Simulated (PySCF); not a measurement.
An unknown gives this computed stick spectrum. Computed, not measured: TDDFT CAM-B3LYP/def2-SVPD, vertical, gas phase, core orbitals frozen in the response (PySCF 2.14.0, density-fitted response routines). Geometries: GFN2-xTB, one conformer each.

```
state  E (eV)       f
   S1    5.99  0.0021
   S2    6.35  0.0095
   S3    6.55   0.022
   S4    6.75   0.011
   S5    6.84  0.0053
   S6    7.22   0.296
   S7    7.30   0.031
   S8    7.47   0.016
```

Problem. Which structure fits? All have the formula C3H10OSSi2.
A. `C=C[Si@H](C)S[SiH2]O`
B. `C/C=C\S[SiH2]O[SiH3]`
C. `O=[SH]/C=C/C([SiH3])[SiH3]`
D. `[SiH3]C[Si@H]1COCS1`

Solution. A. Its S1, at 5.99 eV, is the highest among the candidates; the nearest of the others has S1 at 5.44 eV. S1 is HOMO→LUMO+1 (84%). Löwdin shares by element: HOMO sulfur 70%, silicon 18%; LUMO carbon 59% or more, silicon 10% or more, hydrogen 5% or more (atoms not listed hold the other 25%). At the same level the other candidates give, for their lowest levels:
- `O=[SH]/C=C/C([SiH3])[SiH3]`: 5.30 eV (f 0.076); 5.78 eV (f 0.072); 6.07 eV (f 0.101); 6.40 eV (f 0.080); 6.46 eV (f 0.006); T1 4.13 eV; HOMO -8.25, LUMO 0.29 eV
- `C/C=C\S[SiH2]O[SiH3]`: 5.13 eV (f 0.000); 5.92 eV (f 0.009); 6.05 eV (f 0.370); 6.40 eV (f 0.018); 6.58 eV (f 0.000); T1 3.99 eV; HOMO -7.55, LUMO 0.57 eV
- `[SiH3]C[Si@H]1COCS1`: 5.44 eV (f 0.000); 6.17 eV (f 0.023); 6.52 eV (f 0.028); 6.67 eV (f 0.024); 6.91 eV (f 0.009); T1 5.04 eV; HOMO -8.11, LUMO 0.76 eV

The values belong to the conformer `[CH2:1]=[CH:2][Si@H:3]([CH3:4])[S:5][SiH2:6][OH:7]`: C1–C2–Si3–C4 122°, C2–Si3–S5–Si6 171°, Si3–S5–Si6–O7 169°, H–O7–Si6–S5 -4°.
Triplets come from the Tamm–Dancoff approximation.
